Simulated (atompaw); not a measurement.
Cr: one change to a PAW (atompaw) potential, before and after

atompaw 4.2.0.5 input, output lines left out:

```
Cr 24
GGA-PBE scalarrelativistic loggrid 1500 logderivrange -3 5 201
4 4 3 0 0 0
4 0 0.5
4 1 0
3 2 5
0 0 0
c
c
c
v
c
c
v
v
2
3.00 2.90 2.15 2.20
y
0.65
n
y
0.8
n
y
0.75
n
custom rrkj gramschmidtortho sinc
3 1 troulliermartins
3.00
2.60
3.00
3.00
2.10
2.10
```

Change: local potential troulliermartins scheme with l = 3 at 1 Ry, radius 2.04 bohr.

Cutoffs: the cutoffs (Ry, on a coarse ladder) from which the occupation-weighted sum of valence levels, in a spherical-Bessel basis at the reference potential, stays within 10 and 1 mRy of its value at 400 Ry; they do not see the model core or the augmentation charge, which bear on the density cutoff.

Task: What does the change do?

Result: The potential gets neither clearly harder nor softer (21 Ry and 35 Ry → 21 Ry and 35 Ry); both files keep a bound ghost (s); the range in which the s phases agree widens (upper end -0.1 → 2.7).

```tsv
quantity	base	changed
cutoff, loose	21 Ry	21 Ry
cutoff, tight	35 Ry	35 Ry
bound ghosts	s	s
s: phases at 3.01 bohr within 0.05 rad from the reference energy up to (Ry; the scan ends near 5)	-0.1	2.7
p: phases at 3.01 bohr within 0.05 rad from the reference energy up to (Ry; the scan ends near 5)	2.9	2.8
d: phases at 3.01 bohr within 0.05 rad from the reference energy up to (Ry; the scan ends near 5)	to the end of the scan	4.2
lowest overlap eigenvalue by channel	s 0.51, p 0.52, d 0.25	s 0.40, p 0.49, d 0.26
```

 A true bound ghost makes a file unfit for plane-wave use even where its test errors are small: the radial tests pick states by their node count and pass the ghost by. The cutoffs see the waves, projectors and local potential, not the compensation charge or the core.
